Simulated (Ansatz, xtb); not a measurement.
**Relaxing a trial structure of AlF2H4NSi**

The starting geometry of this gas-phase singlet was built from a drawn formula by distance geometry and a force field; its bonds are those of `F[SiH](F)[NH][AlH2]`.

```csv
atom,x (Å),y (Å),z (Å)
Al,0.0460,0.8333,2.3657
F,1.9007,-1.3067,0.3447
F,-0.3456,-2.3832,-0.7824
N,-0.6037,-0.7684,1.5635
Si,0.3040,-1.0205,-0.0052
H,0.1331,0.1385,-0.8396
H,-1.5901,-0.6189,1.3493
H,1.5418,0.9748,2.7641
H,-0.9555,2.0841,2.5535
```

**Question.** Predict what it relaxes into with r2SCAN-D4/def2-SVP.

**Answer.** It keeps its bonds, and is `F[SiH](F)[NH][AlH2]`.

The energy falls by 0.90 eV over 24 steps:

```
step  E − E(last) (eV)
   1             0.899
   4             0.117
   6             0.025
   9             0.006
  11             0.004
  14             0.002
  16             0.001
  19             0.001
  21             0.000
  24             0.000
```

Final geometry (Å):

```
atom    x (Å)    y (Å)    z (Å)
  Al   0.0104   0.7556   2.5441
   F   1.8579  -0.7922   0.1493
   F   0.0007  -2.5788   0.1200
   N  -0.5558  -0.0226   1.0155
  Si   0.2778  -1.0019  -0.1088
   H  -0.0466  -0.7116  -1.5198
   H  -1.5394   0.1281   0.7848
   H   1.5017   0.5425   3.0149
   H  -1.0760   1.6139   3.3136
```

From the same start GFN2-xTB ends elsewhere, differing in Al1–F2 (1.97 against 3.40 Å here).

No frequencies were run, so the end isn't proven a minimum. Run with Ansatz 0.2.0, 32 s on 2 threads of Intel(R) Xeon(R) 6975P-C (Granite Rapids) (shared host).
